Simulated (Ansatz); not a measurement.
System: H4BSiO, charge 0, doublet. H4BSiO (SMILES BO[SiH2], doublet).
B3LYP-D3(BJ)/def2-TZVP minimum from Ansatz (a first-principles code):
```xyz
7

B     -0.2927     0.3202     1.6888
H     -1.0352     0.9455     2.3837
H      0.5782    -0.3660     2.1450
O     -0.4585     0.4004     0.3486
Si     0.3661    -0.2407    -0.9465
H     -0.6431    -0.5528    -1.9888
H      1.1070    -1.4605    -0.5215
```
Charge 0, spin multiplicity 2.

Total energies in cc-pV(D+d)Z, 17 correlated electrons, 7 frozen orbitals. UHF or UKS for unpaired electrons; spin-orbit terms are left out. Cores are frozen in correlated methods. No relativity.

```
method    program  energy (Eh)  minus CCSDT(Q) (mEh)
--------  -------  -----------  --------------------
HF         Ansatz   -390.84246                397.58
MP2        Ansatz   -391.19288                 47.17
CCSD       Ansatz   -391.22896                 11.08
CCSD(T)    Ansatz   -391.23834                  1.70
CCSDT(Q)   Ansatz   -391.24004                  0.00
```

Rough core times of Ansatz's runs on a shared machine: CCSD(T) under 20 s, CCSDT(Q) 30 min.
